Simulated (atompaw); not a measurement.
## Plane-wave convergence, PAW (atompaw) potential for neodymium

atompaw 4.2.0.5 input, output lines left out:

```
Nd 60
GGA-PBE scalarrelativistic loggrid 2001 logderivrange -5 5 251
6 6 5 4 0 0
6 0 1.75
6 1 0.25
5 2 0
4 3 4
0 0 0
c
c
c
c
v
v
c
c
c
v
v
c
c
v
v
3
3.00 2.40 2.40 2.35
n
n
y
3.15
n
y
1.8
n
custom rrkj gramschmidtortho besselshape
bessel
2.55
2.35
2.15
3.00
3.00
3.00
1.30
1.30
```

The pseudo-atom Hamiltonian at the reference potential is diagonalised in spherical Bessel functions j_l(qr) that vanish at 20 bohr, with q² up to the cutoff. All-electron valence levels (Ry): 5s -2.9975, 6s -0.2705, 5p -1.6468, 6p -0.1015, 5d -0.1586, 4f -0.1512.

Problem. How do the lowest levels (Ry) of each channel move with the cutoff, and are there ghosts?

Solution.

```csv
cutoff (Ry),s #1,s #2,p #1,p #2,p #3,d #1,f #1,Σ f·Δε (mRy)
8,-2.9963,-0.2633,-1.6103,-0.0815,0.0435,-0.1532,0.0788,1159.3
12,-2.9973,-0.2685,-1.6352,-0.0971,0.0367,-0.1585,0.0788,994.6
18,-2.9975,-0.2704,-1.6465,-0.1012,0.0352,-0.1585,0.0788,922.2
30,-2.9975,-0.2705,-1.6467,-0.1015,0.0352,-0.1586,0.0787,920.0
40,-2.9975,-0.2705,-1.6468,-0.1015,0.0351,-0.1586,0.0784,918.6
50,-2.9975,-0.2705,-1.6468,-0.1015,0.0351,-0.1586,0.0083,638.1
60,-2.9975,-0.2705,-1.6468,-0.1015,0.0351,-0.1586,-0.1016,198.5
80,-2.9975,-0.2705,-1.6468,-0.1015,0.0351,-0.1586,-0.1492,8.0
110,-2.9975,-0.2705,-1.6468,-0.1015,0.0351,-0.1586,-0.1504,3.2
140,-2.9975,-0.2705,-1.6468,-0.1015,0.0351,-0.1586,-0.1510,0.7
180,-2.9975,-0.2705,-1.6468,-0.1015,0.0351,-0.1586,-0.1511,0.3
400,-2.9975,-0.2705,-1.6468,-0.1015,0.0351,-0.1586,-0.1512,0.0
```

Result: no extra level below or beside the all-electron valence levels (s, p, d, f tested); 10 mRy is reached at 80 Ry and 1 mRy at 140 Ry.
